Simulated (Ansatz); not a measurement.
(LiH)n off: PBE-D4/def2-TZVPD single points in Ansatz on relaxed structures, gas phase. Each cluster is the lowest isomer that a short search found in that spin, judged at the geometry's level, and lower ones may exist. HOMO and LUMO are taken over both spins. Binding counts from free atoms in the multiplicity of their measured ground term, without zero-point energy. The structures are stationary points that may keep the symmetry of their start.

```json
{"species": "Li2H", "atoms": "3", "state": "doublet", "geometry": "PBE-D4/def2-TZVP", "HOMO (eV)": "-2.63", "LUMO (eV)": "-1.89", "gap (eV)": "0.73", "binding per atom (eV)": "1.15", "point group (within 0.1 Å)": "C2v"}
{"species": "Li3H2", "atoms": "5", "state": "doublet", "geometry": "PBE-D4/def2-TZVP", "HOMO (eV)": "-2.87", "LUMO (eV)": "-1.42", "gap (eV)": "1.46", "binding per atom (eV)": "1.52", "point group (within 0.1 Å)": "C2v"}
{"species": "Li4H3", "atoms": "7", "state": "doublet", "geometry": "PBE-D4/def2-TZVP", "HOMO (eV)": "-2.54", "LUMO (eV)": "-1.48", "gap (eV)": "1.06", "binding per atom (eV)": "1.74", "point group (within 0.1 Å)": "C3v"}
{"species": "Li3H4", "atoms": "7", "state": "doublet", "geometry": "r2SCAN-D4/def2-TZVP", "HOMO (eV)": "-2.82", "LUMO (eV)": "-1.47", "gap (eV)": "1.35", "binding per atom (eV)": "1.75", "point group (within 0.1 Å)": "Cs"}
{"species": "Li5H4", "atoms": "9", "state": "doublet", "geometry": "PBE-D4/def2-TZVP", "HOMO (eV)": "-2.51", "LUMO (eV)": "-1.63", "gap (eV)": "0.88", "binding per atom (eV)": "1.81", "point group (within 0.1 Å)": "Cs"}
{"species": "Li5H6", "atoms": "11", "state": "doublet", "geometry": "r2SCAN-D4/def2-TZVP", "HOMO (eV)": "-2.48", "LUMO (eV)": "-1.52", "gap (eV)": "0.95", "binding per atom (eV)": "1.90", "point group (within 0.1 Å)": "–"}
{"species": "Li6H5", "atoms": "11", "state": "doublet", "geometry": "r2SCAN-D4/def2-TZVP", "HOMO (eV)": "-2.48", "LUMO (eV)": "-1.34", "gap (eV)": "1.14", "binding per atom (eV)": "1.90", "point group (within 0.1 Å)": "Cs"}
{"species": "Li6H7", "atoms": "13", "state": "doublet", "geometry": "PBE0-D4/def2-TZVP", "HOMO (eV)": "-2.49", "LUMO (eV)": "-1.43", "gap (eV)": "1.06", "binding per atom (eV)": "1.97", "point group (within 0.1 Å)": "–"}
{"species": "Li7H6", "atoms": "13", "state": "doublet", "geometry": "PBE-D4/def2-TZVP", "HOMO (eV)": "-2.23", "LUMO (eV)": "-1.73", "gap (eV)": "0.51", "binding per atom (eV)": "1.93", "point group (within 0.1 Å)": "C3v"}
```

The gap (eV) runs from 0.51 (Li7H6) to 1.46 (Li3H2). The binding per atom (eV) runs from 1.15 (Li2H) to 1.97 (Li6H7).
